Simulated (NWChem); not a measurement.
Everything below was run with NWChem. System: PbS, charge 0, spin multiplicity 1, displaced from the optimised geometry. The structure started from a generated list of species. Level: LDA (SVWN5)/def2-SVP with def2 effective core potentials on Pb.

Input file:

```
start mol
memory heap 200 mb stack 900 mb global 1100 mb
geometry units angstroms nocenter noautoz
  Pb     0.000000     0.000000     0.384370
  S      0.000000     0.000000    -1.969897
  symmetry group C2v
end
basis spherical
  * library def2-svp
end
ecp
  Pb library def2-ecp
end
dft
  xc slater vwn_5
  semidirect memsize 60000000 filesize 0
  iterations 100
  cgmin
end
task dft gradient
```

Output (cleaned and shortened):

```
             Northwest Computational Chemistry Package (NWChem) 7.3.0
             --------------------------------------------------------

                                NWChem Input Module
                                -------------------

 Scaling coordinates for geometry "geometry" by  1.889725989
 (inverse scale =  0.529177249)

 Turning off AUTOSYM since
 SYMMETRY directive was detected!

                             Geometry "geometry" -> ""
                             -------------------------

 Output coordinates in angstroms (scale by  1.889725989 to convert to a.u.)

  No.       Tag          Charge          X              Y              Z
 ---- ---------------- ---------- -------------- -------------- --------------
    1 Pb                  82.0000     0.00000000     0.00000000     0.38437000
    2 S                   16.0000     0.00000000     0.00000000    -1.96989700

 Effective nuclear repulsion energy (a.u.)     294.9030635385

            Nuclear Dipole moment (a.u.)
            ----------------------------
        X                 Y               Z
 ---------------- ---------------- ----------------
     0.0000000000     0.0000000000    -0.0000226767

      Symmetry information
      --------------------

 Group name             C2v
 Group number             16
 Group order               4
 No. of unique centers     2

      Symmetry unique atoms

     1    2


 Summary of "ao basis" -> "" (spherical)
 ------------------------------------------------------------------------------
       Tag                 Description            Shells   Functions and Types
 ---------------- ------------------------------  ------  ---------------------
 *                          def2-svp                  on all atoms

                                 NWChem DFT Module
                                 -----------------

 Summary of "ao basis" -> "ao basis" (spherical)
 ------------------------------------------------------------------------------
       Tag                 Description            Shells   Functions and Types
 ---------------- ------------------------------  ------  ---------------------
[...]
  ----- ------------  ---------------      ----- ------------  ---------------
    16      0.993168  1 Pb pz                39      0.620301  2 S  pz
    30      0.582453  2 S  s                  3     -0.367765  1 Pb s
    13      0.345522  1 Pb pz                36      0.248540  2 S  pz
     4     -0.220498  1 Pb s                 29      0.196287  2 S  s
     1      0.185500  1 Pb s                 19     -0.172971  1 Pb d  0

            General Information
            -------------------
          SCF calculation type: DFT
          Wavefunction type:  closed shell.
          No. of atoms     :     2
          No. of electrons :    38
           Alpha electrons :    19
            Beta electrons :    19
          Charge           :     0
          Spin multiplicity:     1
          Use of symmetry is: on ; symmetry adaption is: on
          Maximum number of iterations: 100
          AO basis - number of functions:    44
                     number of shells:    18
          Convergence on energy requested:  1.00D-06
          Convergence on density requested:  1.00D-05
          Convergence on gradient requested:  5.00D-04

              XC Information
              --------------
                        Slater Exchange Functional  1.000 local
                      VWN V Correlation Functional  1.000 local

             Grid Information
             ----------------
          Grid used for XC integration:  medium
          Radial quadrature: Mura-Knowles
          Angular quadrature: Lebedev.
          Tag              B.-S. Rad. Rad. Pts. Rad. Cut. Ang. Pts.
          ---              ---------- --------- --------- ---------
          Pb                  1.80      123           8.0       590
          S                   1.00       88           9.0       590
          Grid pruning is: on
          Number of quadrature shells:   211
          Spatial weights used:  Erf1

          Convergence Information
          -----------------------
          Convergence aids based upon iterative change in
          total energy or number of iterations.
          Levelshifting, if invoked, occurs when the
          HOMO/LUMO gap drops below (HL_TOL):  1.00D-02
          DIIS, if invoked, will attempt to extrapolate
          using up to (NFOCK): 10 stored Fock matrices.

                    Damping( 0%)  Levelshifting(0.5)       DIIS
                  --------------- ------------------- ---------------
          dE  on:    start            ASAP                start
          dE off:    2 iters        100 iters           100 iters

      Screening Tolerance Information
      -------------------------------
          Density screening/tol_rho:  1.00D-10
          AO Gaussian exp screening on grid/accAOfunc:  14
          CD Gaussian exp screening on grid/accCDfunc:  20
          XC Gaussian exp screening on grid/accXCfunc:  20
          Schwarz screening/accCoul:  1.00D-08

                            NWChem DFT Gradient Module
                            --------------------------

  charge          =   0.00
  wavefunction    = closed shell

  Using symmetry

                         DFT ENERGY GRADIENTS

    atom               coordinates                        gradient
                 x          y          z           x          y          z
   1 Pb      0.000000   0.000000   0.726354    0.000000   0.000000   0.014451
   2 S       0.000000   0.000000  -3.722566    0.000000   0.000000  -0.014451

                 ----------------------------------------
                 |  Time  |  1-e(secs)   |  2-e(secs)   |
                 ----------------------------------------
                 |  CPU   |       0.01   |       1.50   |
                 ----------------------------------------
                 |  WALL  |       0.01   |       1.50   |
                 ----------------------------------------

 Task  times  cpu:        2.5s     wall:        2.5s

 Total times  cpu:        2.5s     wall:        2.5s
```
